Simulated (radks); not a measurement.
Problem. The mean radii <r> (bohr) of the occupied orbitals of an atom or ion are listed with their occupations. Calculated with a radial shooting solver on a logarithmic mesh with Libxc functionals: scalar-relativistic Kohn-Sham, PBE, spin-polarised, spherical densities, point nucleus.

orbital  occ.      <r>
1s down     1  0.03517
1s up       1  0.03517
2s up       1   0.1537
2s down     1   0.1537
2p up       3   0.1339
2p down     3   0.1339
3s up       1   0.4282
3s down     1   0.4281
3p up       3   0.4296
3p down     3   0.4295
3d up       5   0.4133
3d down     5   0.4131
4p up       3    1.156
4p down     3    1.148
4d up       2    1.405
4f up       2    2.346

Name the element and its charge. Open shells, if any, are filled with parallel spins first.

Solution. Z = 42, molybdenum, charge +4: Mo4+ in [Ar] 3d10 4p6 4d2 4f2. The 1s radius gives Z: for a bare nucleus <r> = (2 gamma + 1)/(2Z) with gamma = sqrt(1 - (Z/c)^2), 0.03457 bohr for Z = 42, and screening makes it slightly larger (0.03517 here). The occupations add up to 38, and the charge is Z minus that.
